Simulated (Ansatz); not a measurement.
Calculated with Ansatz (gas phase, PBE0-D4/def2-TZVP geometries, no zero-point term in ΔE). CBS: MP2 limit from def2 TZ/QZ plus the TZ coupled-cluster correction, frozen cores. DFT in def2-TZVPP. B3LYP here is the variant with VWN-RPA as its local correlation; programs differ in this. HSE06 is defined as in plane-wave codes. def2 core potentials past Kr. For Ga, Ge, I outer-core shells are correlated without core-valence functions, which leaves a few kJ/mol of doubt a bond. Scalar relativity is left out up to krypton. One conformer a species, not always the lowest.

`C[O][GeH2][GaH2]` + HI → `C[O][GeH2][I]` + `[GaH3]`  (cleavage of the Ge–Ga bond)

`C[O][GeH2][GaH2]`:

Z-matrix (Å, degrees):
```
C
O 1 1.403
H 1 1.099 2 112.2
H 1 1.100 2 112.4 3 122.0
H 1 1.093 2 108.3 3 -119.1
Ge 2 1.793 1 117.3 3 -63.3
Ga 6 2.457 2 111.2 1 -64.0
H 6 1.540 2 103.3 1 173.5
H 6 1.552 2 107.3 1 59.0
H 7 1.571 6 121.2 2 7.8
H 7 1.572 6 119.8 2 -171.8
```

HI:

Z-matrix (Å, degrees):
```
I
H 1 1.610
```

`C[O][GeH2][I]`:

```xyz
9

C     0.713    0.482    1.167
O    -0.534    0.094    0.634
Ge   -0.563   -0.421   -1.061
I    -2.940   -1.013   -1.522
H     1.447   -0.334    1.142
H     1.137    1.347    0.640
H     0.554    0.765    2.210
H    -0.137    0.746   -1.968
H     0.323   -1.666   -1.242
```

`[GaH3]`:

Cartesian coordinates in Å:
```
Ga 0.000 0.001 0.000
H 1.556 0.053 0.192
H -0.921 -0.451 1.187
H -0.634 0.397 -1.378
```

| level | ΔE (kJ/mol) |
| --- | --- |
| B3LYP-D4 | -45.6 |
| HSE06-D4 | -46.8 |
| ωB97M-V | -50.8 |
| PBE-QIDH | -53.7 |
| PBE | -40.8 |
| BHLYP | -53.8 |
| SCS-MP2/def2-QZVPP | -57.9 |
| CCSD/CBS(def2) | -50.0 |

Question: What does CCSD(T)/CBS give? (Best estimate.)

Answer: Computed: -49.3 kJ/mol. The listed levels differ from it by 3.7, 2.5, -1.5, -4.4, 8.5, -4.5, -8.6, -0.7 kJ/mol.

Question: What do rigid-rotor, harmonic-oscillator terms from PBE0-D4/def2-TZVP frequencies (298.15 K, 1 bar) make of the CCSD(T)/CBS value? (An estimate is asked.)

Answer: The calculation gave: ΔZPE = +2.1 kJ/mol, ΔH = -48.8 kJ/mol, ΔS = 1 J/(mol·K), ΔG = -49.0 kJ/mol. Modes under 50 cm⁻¹ make the entropy rough.

Largest T1 diagnostic among the species: 0.013.

From r2SCAN to r2SCAN0 (25 % exact exchange), in def2-TZVPP and without D4, ΔE moves by −3.2 kJ/mol. Leaving LDA and LC-ωPBE aside and taking each functional with its dispersion term where it has one, the values, not all of them listed here, spread over 13.9 kJ/mol, from B97M-V to PBE-D4. LDA lies +3.7 kJ/mol from PBE without D4.

CCSD(T)/CBS has its own doubt, a few kJ/mol and more with outer-core shells, so smaller differences from it don't rank the levels.
